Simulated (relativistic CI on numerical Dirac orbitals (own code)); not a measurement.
**Slater and spin-orbit integrals, Al⁷⁺**

Method of calculation: Dirac-Coulomb-Breit CI, separate exchange-only KLI orbitals for each configuration, a model potential for QED, unscaled Slater integrals (own radial code, finite nucleus).

Slater integrals F^k, G^k are unscaled and averaged over j, outside the closed core 1s2; ζ comes from projecting the Hamiltonian with its Breit term on Σ l·s of the shell.

- 2s2 2p2: F^2(2p,2p) = 191990, ζ(2p) = 3035.9 cm⁻¹; <r>(2p) = 0.4926, <r^2>(2p) = 0.2962 (bohr units).
- 2s 2p3: F^2(2p,2p) = 191000, G^1(2s,2p) = 221360, ζ(2p) = 2975.1 cm⁻¹; <r>(2s) = 0.552, <r^2>(2s) = 0.358, <r>(2p) = 0.4951, <r^2>(2p) = 0.2992 (bohr units).
- 2p4: F^2(2p,2p) = 189270, ζ(2p) = 2920.9 cm⁻¹; <r>(2p) = 0.4992, <r^2>(2p) = 0.3044 (bohr units).

Averages of the first 10 configurations, taken without configuration mixing, which lowers the lowest level and can move excited configurations by several eV; other configurations of the list can lie among them:

```csv
Configuration,Parity,States,Average energy above the lowest level (eV)
2s2 2p2,even,15,4.8
2s 2p3,odd,40,37.9
2p4,even,15,79.3
2s2 2p 3s,odd,12,166.9
2p3 3s,odd,40,231.5
2s2 2p 3p,even,36,176.7
2p3 3p,even,120,240.1
2s2 2p 3d,odd,60,186.4
2p3 3d,odd,200,249.6
2s 2p2 3s,even,60,194.9
```
